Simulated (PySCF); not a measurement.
Si(I)2(Me)(OH) (CH4I2OSi), SMILES C[Si](O)(I)I. Coordinates come from a PBE-D3(BJ)/def2-SVP optimisation. The structure was generated by enumeration, and PubChem lists no compound with its InChIKey, so it may never have been made. The def2 effective core potentials stand for the cores of I; spin–orbit coupling is left out. Other conformers were not sampled.

Method: PBE-D3(BJ)/def2-SVP (PySCF).

Harmonic wavenumbers (cm⁻¹): 80, 127, 153, 176, 181, 206, 295, 311, 394, 701, 746, 770, 831, 903, 1212, 1368, 1371, 2984, 3092, 3105, 3749. Rotational constants (GHz): 1.765, 0.4608, 0.4074; symmetry number 1.

**Question.** Work out the zero-point energy and the ideal-gas rigid-rotor harmonic-oscillator thermochemistry at 298.15 K and 1 atm.

**Answer.** ZPE = ½ Σ hcν = ½ × 22755 cm⁻¹ = 32.53 kcal/mol. H − E(el) = 38.31 kcal/mol. Entropy in cal/(mol K): translation 43.13, rotation 31.25, vibration 21.25, total 95.63. G − E(el) = 9.80 kcal/mol. Cp = 27.92 cal/(mol K). Modes under 150 cm⁻¹ make the vibrational entropy uncertain.
